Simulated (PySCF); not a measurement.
F2H2HfS2, SMILES [F][Hf]([F])([SH])[SH], multiplicity 1.

Geometry optimised at B3LYP-D3(BJ)/def2-SVP. A frequency run showed that this geometry is not a minimum. The spin state was assumed, not searched. The structure was generated by enumeration; whether it is a known compound was not checked. The def2 effective core potentials stand for the cores of Hf; spin–orbit coupling is left out. One conformer was computed; it need not be the lowest.

The numbers are results of PBE/def2-TZVP in PySCF, not measurements.

Symmetry labels are those of the subgroup C2v that the program uses (full group C2v).

Computed valence orbital energies around the gap with their symmetry:
```json
[
 {"orbital": "HOMO−7", "symmetry": "A2", "energy (eV)": "-10.45"},
 {"orbital": "HOMO−6", "symmetry": "A1", "energy (eV)": "-10.31"},
 {"orbital": "HOMO−5", "symmetry": "B1", "energy (eV)": "-10.08"},
 {"orbital": "HOMO−4", "symmetry": "B2", "energy (eV)": "-9.94"},
 {"orbital": "HOMO−3", "symmetry": "A1", "energy (eV)": "-8.23"},
 {"orbital": "HOMO−2", "symmetry": "B1", "energy (eV)": "-7.66"},
 {"orbital": "HOMO−1", "symmetry": "B2", "energy (eV)": "-6.94"},
 {"orbital": "HOMO", "symmetry": "A2", "energy (eV)": "-6.91"},
 {"orbital": "LUMO", "symmetry": "A1", "energy (eV)": "-3.20"},
 {"orbital": "LUMO+1", "symmetry": "A2", "energy (eV)": "-2.08"},
 {"orbital": "LUMO+2", "symmetry": "B1", "energy (eV)": "-1.69"},
 {"orbital": "LUMO+3", "symmetry": "A1", "energy (eV)": "-1.44"}
]
```
